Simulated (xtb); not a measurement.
Job for xtb: GFN2-xTB on C2H6Se (SMILES CC[SeH]), a point of a torsion scan.

```
$ xtb mol.xyz --gfn 2 --sp --chrg 0 --uhf 0
9

C     -0.83909142     0.54197759     0.08927790
C      0.05662748    -0.68131675    -0.08422397
Se     1.81921676    -0.28320638    -0.89342620
H     -1.76470701     0.42212516    -0.46822087
H     -0.35025909     1.44797931    -0.26267347
H     -1.09100825     0.68954265     1.13633147
H      0.31130771    -1.13692425     0.87352189
H     -0.40398855    -1.44403269    -0.71188015
H      1.27958699     0.19215167    -2.14946055
```

The head of its log:

```
[...]
           -------------------------------------------------
          |                Calculation Setup                |
           -------------------------------------------------



           -------------------------------------------------
          |                 G F N 2 - x T B                 |
           -------------------------------------------------

        Reference                      10.1021/acs.jctc.8b01176
      * Hamiltonian:
        H0-scaling (s, p, d)           1.850000    2.230000    2.230000
        zeta-weighting                 0.500000
      * Dispersion:
        s8                             2.700000
        a1                             0.520000
        a2                             5.000000
        s9                             5.000000
      * Repulsion:
        kExp                           1.500000    1.000000
        rExp                           1.000000
      * Coulomb:
        alpha                          2.000000
        third order                    shell-resolved
        anisotropic                    true
        a3                             3.000000
        a5                             4.000000
        cn-shift                       1.200000
        cn-exp                         4.000000
        max-rad                        5.000000


          ...................................................
          :                      SETUP                      :
          :.................................................:
          :  # basis functions                  24          :
          :  # atomic orbitals                  23          :
          :  # shells                           13          :
          :  # electrons                        20          :
          :  max. iterations                   250          :
          :  Hamiltonian                  GFN2-xTB          :
          :  restarted?                      false          :
          :  GBSA solvation                  false          :
          :  PC potential                    false          :
          :  electronic temp.          300.0000000     K    :
          :  accuracy                    1.0000000          :
          :  -> integral cutoff          0.2500000E+02      :
          :  -> integral neglect         0.1000000E-07      :
          :  -> SCF convergence          0.1000000E-05 Eh   :
          :  -> wf. convergence          0.1000000E-03 e    :
          :  Broyden damping             0.4000000          :
          :  net charge                          0          :
          :  unpaired electrons                  0          :
          ...................................................

 iter      E             dE          RMSdq      gap      omega  full diag
   1    -10.5701437 -0.105701E+02  0.441E+00    4.65       0.0  T
   2    -10.6037074 -0.335637E-01  0.381E+00    4.14       1.0  T
```

Task: Give the final energy of this run.

Result: -10.4980 hartree.
